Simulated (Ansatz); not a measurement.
`[NH2][GeH2][F]` → H₂ + `[NH2][Ge][F]` at 400 K and 1 bar (germylene formation by 1,1-elimination).

Isolated molecules relaxed with PBE0-D4/def2-TZVP in Ansatz; ΔE leaves out vibrations. CBS: MP2 limit from def2 TZ/QZ plus the TZ coupled-cluster correction, frozen cores. This one scheme is used for every species. For Ge outer-core shells are correlated without core-valence functions, which leaves a few kJ/mol of doubt a bond. Scalar relativity is left out up to krypton. One conformer a species, not always the lowest.

```json
{"species": "`[NH2][GeH2][F]`", "CCSD(T)/CBS energy (Eh)": "-2233.06137", "H − E (kJ/mol)": "139.7", "S (J/(mol·K))": "319.2"}
{"species": "H₂", "CCSD(T)/CBS energy (Eh)": "-1.17544", "H − E (kJ/mol)": "38.0", "S (J/(mol·K))": "139.0"}
{"species": "`[NH2][Ge][F]`", "CCSD(T)/CBS energy (Eh)": "-2231.86581", "H − E (kJ/mol)": "92.4", "S (J/(mol·K))": "304.6"}
```

H − E and S are ideal-gas, rigid-rotor, harmonic terms from PBE0-D4/def2-TZVP, for one conformer and one mirror image of each species. The MP2-based limit puts H₂ 0.8 mEh under its directly extrapolated value; such offsets cancel only in part. 1 Eh = 2625.50 kJ/mol, R = 8.31446 J/(mol·K).

Problem. By hand: ΔE, ΔH, ΔS and ΔG.

Solution. ΔE = (-1.17544) + (-2231.86581) − (-2233.06137) = 0.02012 Eh = 52.8 kJ/mol. Δ(H − E) = 38.0 + 92.4 − 139.7 = -9.3, so ΔH = 43.5 kJ/mol. ΔS = 139.0 + 304.6 − 319.2 = 124.4 J/(mol·K). ΔG = 43.5 − 400 × (124.4)/1000 = -6.3 kJ/mol.

Problem. By hand: the equilibrium constant, and the temperature at which ΔG would vanish if ΔH and ΔS stayed fixed.

Solution. log₁₀ K = −ΔG/(RT ln 10) = 0.8. ΔG = 0 at ΔH/ΔS = 350 K.

The number of gas molecules changes by +1, which sets the sign of ΔS. A doubt of 5 kJ/mol in ΔE shifts log₁₀ K by 0.7 here. Other conformers and mirror images would add mixing entropy, several J/(mol·K) or more a flexible species. These are equilibria of isolated gas molecules and say nothing of rates. Largest T1 diagnostic: 0.014 (customary marks: 0.02 for closed shells, 0.045 for open ones).
